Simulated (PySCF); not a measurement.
NMR data simulated for an unnamed compound:

¹H NMR (600 MHz, computed): δ 4.95 (m, 2H), 0.28 (s, 9H).

¹³C{¹H} NMR (computed): δ 138.6 (C), 2.4 (CH3).

- coordinates at the GFN2-xTB level
- shieldings: GIAO PBE0/pcSseg-1
- code: PySCF
- one conformer, fast rotation and ring inversion assumed for equivalent nuclei, no solvent model, no relativistic terms

Chemical shifts δ = σref − σ; TMS for ¹H, ¹³C, all at this level.

**Question.** Which of these does the molecule contain: a Si–CH3 group, an ester, a nitrile, a CF3 group, a Si–H bond, a non-aromatic C=C double bond?

**Answer.** 
- A Si–CH3 group: yes (δC 2.4; δH 0.28 (s)).
- An ester: no.
- A nitrile: no.
- A CF3 group: yes (δC 138.6).
- A Si–H bond: yes (δH 4.95 (m)).
- A non-aromatic C=C double bond: no.

The data belong to SMILES O([Si](C)(C)C)[SiH2]C(F)(F)F, C$_{4}$H$_{11}$F$_{3}$OSi$_{2}$; they needn't prove each group on their own.

Carbon signals by region: 1 in the sp2 and nitrile region (100–160 ppm), 1 below 50 ppm.

Splittings by ¹⁹F in the carbon and heteronuclear signals aren't shown, as no couplings were computed. Shifts are as computed. Against solution values, carbons near 30 ppm lie about +3 ppm off and those near 130 ppm about +5 ppm. Of 1211 compounds with measured shifts, 218 miss one by over three times the rms of a fit or turn the order of signals round; such compounds aren't used in these exercises. Multiplicities follow the n + 1 count of equivalent neighbours, as no J values were calculated; m marks all less simple cases, F and P coupling included.
